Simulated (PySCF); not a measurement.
Structure with atom numbers: `[F:1][C:2]([F:3])([F:4])[S:5][c:6]1[cH:7][cH:8][s:9][cH:10]1`. Hydrogens are named by the atom that carries them.

Geometry: GFN2-xTB; GIAO shifts from PySCF 2.14, gas phase, non-relativistic, averaged over equivalent atoms.

At KT2/6-31G* (154 basis functions, 44 s wall time on 1 thread of an Arm Neoverse V1, shared host):
```tsv
atoms	δ (ppm)
F1/F3/F4	-76.7
C2	132.8
C10	119.6
C7	116.8
C8	111.9
C6	109.9
H(C10)	7.17
H(C7)	7.13
H(C8)	6.81
```

References, each an isolated molecule treated in the same way: 19F (σ = 152.04 ppm) against CFCl3; 13C (σ = 194.65 ppm), 1H (σ = 32.38 ppm) vs TMS.

What do these become at PBE0/pcSseg-1?

Results:


```csv
atoms,δ at PBE0/pcSseg-1,change
F1/F3/F4,-58.0,+18.7
C2,141.1,+8.3
C10,144.8,+25.2
C7,139.6,+22.8
C8,134.9,+23.0
C6,128.3,+18.4
H(C10),7.77,+0.60
H(C7),7.54,+0.41
H(C8),7.32,+0.51
```

Scale: 19F (σ = 170.95 ppm) vs CFCl3; 13C (σ = 186.93 ppm), 1H (σ = 31.72 ppm) against TMS (reference shieldings calculated alike).

The largest change is at C10 (aromatic CH next to the ring sulfur). Cost: 199 basis functions, 54 s wall time on 1 thread of an Arm Neoverse N1, shared host. The order of the carbon signals changes between the two levels.

Unscaled 19F shifts against computed CFCl3 carry errors that often reach 10 to 50 ppm.
